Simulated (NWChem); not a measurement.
Molecule: Si2H4OCl2; SMILES Cl[SiH2]O[SiH2]Cl

```xyz
9

Si    -0.8837    -1.2865    -0.4257
Cl     0.1473    -2.1829     1.1410
O      0.0040    -0.0016    -1.0175
Si     0.8852     1.2866    -0.4231
Cl    -0.1536     2.1788     1.1408
H     -2.2034    -0.8141     0.0963
H     -1.0268    -2.2751    -1.5363
H      1.0282     2.2760    -1.5330
H      2.2051     0.8187     0.1026
```
Atoms are numbered in this order, from 1.

Program: NWChem. Pople sets run with spherical d functions. All runs use the structure optimised with PBE-D3(BJ)/def2-SVP. Level: M06-2X/6-31G* with SMD (1 M gas to 1 M solution), gas-phase geometry. Reactions with the solvent are ignored.

| solvent | dielectric constant | solvation free energy (kcal/mol) | cavity-dispersion-structure term (kcal/mol) | dipole in solution (D) |
|---|---|---|---|---|
| water | 78.4 | 0.2 | 2.9 | 2.37 |
| diethyl ether | 4.24 | -4.3 | -2.5 | 2.29 |
| chloroform | 4.71 | -4.2 | -2.3 | 2.29 |
| 1-octanol | 9.86 | -3.8 | -1.4 | 2.33 |
| ethanol | 24.9 | -4.2 | -1.6 | 2.36 |
| ethylene glycol | 40.2 | -2.0 | 0.7 | 2.36 |
